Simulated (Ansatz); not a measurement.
```yaml
crystal:
  periodic: [false, false, false]
  atoms:
    - {symbol: C, position_ang: [-0.492599, -1.354765, -0.929069]}
    - {symbol: C, position_ang: [-0.359410, -1.320991, 0.506901]}
    - {symbol: F, position_ang: [-1.471488, -0.084202, 0.650119]}
    - {symbol: Si, position_ang: [1.230434, -0.211037, 0.939604]}
    - {symbol: C, position_ang: [1.148780, 1.228833, 0.158549]}
    - {symbol: In, position_ang: [-0.597026, 2.007544, -0.009206]}
    - {symbol: H, position_ang: [-1.601661, -1.831626, -1.619139]}
    - {symbol: H, position_ang: [0.163580, -2.408495, -1.155726]}
    - {symbol: H, position_ang: [-0.224501, -0.704357, -1.657707]}
    - {symbol: H, position_ang: [-0.933431, -1.958601, 1.138832]}
    - {symbol: H, position_ang: [1.088927, -0.194161, 2.719296]}
    - {symbol: H, position_ang: [2.102419, -1.571817, 0.358357]}
    - {symbol: H, position_ang: [1.811633, 1.113988, -0.700822]}
    - {symbol: H, position_ang: [2.065647, 1.918943, 0.700464]}
    - {symbol: H, position_ang: [-1.194298, 2.191344, -1.344028]}
    - {symbol: H, position_ang: [-1.514318, 2.737066, 1.424769]}
basis:
  gaussian: {orbitals: def2-SVP}
total_charge: -1
magnetization: {spin_polarized: true, initial_magnetization: 1}
hamiltonian: {xc: {name: r2SCAN}, dispersion: d3bjatm}
output: {forces: true}
```

```sh
$ ansatz run in.yaml --threads 2 --pin off --events-out ev --progress --plain --max-ram 31744MiB --backend cpu
```

It prints (some lines left out):

```
Functional definition: r2SCAN
1714 factors; their error is unknown
mean field evaluation 1: about -19018.8608 eV, gradient 3.9e1 eV
mean field evaluation 2: about -19007.9714 eV, gradient 5.9e1 eV
mean field evaluation 4: about -19025.3000 eV, gradient 1.3e1 eV
mean field evaluation 8: about -19026.3671 eV, gradient 1.9e-1 eV
mean field evaluation 16: about -19026.2917 eV, gradient 6.9e-3 eV
mean field -19026.29174538 eV, -699.2033251589 hartree, gradient 2.7e-5 eV, S^2 0.757044; 5 other end points of the search recorded, 0 dependent functions left out
reference -19026.29176690 eV, -699.2033259498 hartree; 37, 36 occupied and 113, 114 virtual orbitals, 1714 factors
Total energy: -19026.41807203 eV, -699.2079675778 hartree
Atom 0 at    -0.492599    -1.354765    -0.929069 Å, force    -2.234738    -9.122739    -1.621490 eV/Å
Atom 1 at    -0.359410    -1.320991     0.506901 Å, force    -0.113767     4.017285    -0.501235 eV/Å
Atom 2 at    -1.471488    -0.084202     0.650119 Å, force    -0.883152     1.161555     0.795032 eV/Å
Atom 3 at     1.230434    -0.211037     0.939604 Å, force    -0.546753    -9.178407     5.333439 eV/Å
Atom 4 at     1.148780     1.228833     0.158549 Å, force     8.309210     5.074676    -0.512530 eV/Å
Atom 5 at    -0.597026     2.007544    -0.009206 Å, force    -3.609058     2.558906     4.557323 eV/Å
Atom 6 at    -1.601661    -1.831626    -1.619139 Å, force     2.430454     1.363314     2.595186 eV/Å
Atom 7 at     0.163580    -2.408495    -1.155726 Å, force    -0.757176     2.036601    -0.224405 eV/Å
Atom 8 at    -0.224501    -0.704357    -1.657707 Å, force     1.607089     3.051313    -1.727861 eV/Å
Atom 9 at    -0.933431    -1.958601     1.138832 Å, force    -0.053033    -1.262978     0.481348 eV/Å
Atom 10 at     1.088927    -0.194161     2.719296 Å, force     0.365725     0.061333    -2.427804 eV/Å
Atom 11 at     2.102419    -1.571817     0.358357 Å, force     0.270098     1.508919     0.479598 eV/Å
Atom 12 at     1.811633     1.113988    -0.700822 Å, force    -0.472565    -0.136593    -1.126363 eV/Å
Atom 13 at     2.065647     1.918943     0.700464 Å, force    -2.558641    -1.294352    -0.781137 eV/Å
Atom 14 at    -1.194298     2.191344    -1.344028 Å, force    -2.320201     0.451018    -4.749506 eV/Å
Atom 15 at    -1.514318     2.737066     1.424769 Å, force     0.566508    -0.289850    -0.569595 eV/Å
Dipole moment:     0.333996    -0.106185    -0.366558 e Å
```

It took 20 s on 2 threads of an AMD EPYC 7R13 on a shared host, with 0.42 GiB of host memory at the peak.
